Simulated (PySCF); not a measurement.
I₃In, SMILES [I][In+]([I])[I] (connectivity only; charge and spin as stated), charge +1, multiplicity 2. Atoms are numbered in the order given.

```xyz
4

In     0.0000     0.0000    -0.4117
I      0.0000     1.7323     1.6869
I      0.0000     0.0000    -2.9932
I      0.0000    -1.7323     1.6869
```
Charge +1, spin multiplicity 2.

Geometry optimised at PBE0-D3(BJ)/def2-SVP. The def2 effective core potentials stand for the cores of I, In; spin–orbit coupling is left out.

The numbers are results of PBE0-D3(BJ)/def2-SVP (PySCF 2.14.0), not measurements.

Frequencies are harmonic and unscaled.

| mode | ν (cm⁻¹) | IR (km/mol) | moving atoms (share of kinetic energy) |
|---|---|---|---|
| 1 | 36 | 0.8 | I 66 %, In 34 % |
| 2 | 51 | 1.9 | In 76 %, I 24 % |
| 3 | 67 | 1.5 | I 92 % |
| 4 | 148 | 0.3 | I 58 %, In 42 % |
| 5 | 149 | 0.2 | I 99 % |
| 6 | 274 | 38.1 | In 68 %, I 32 % |
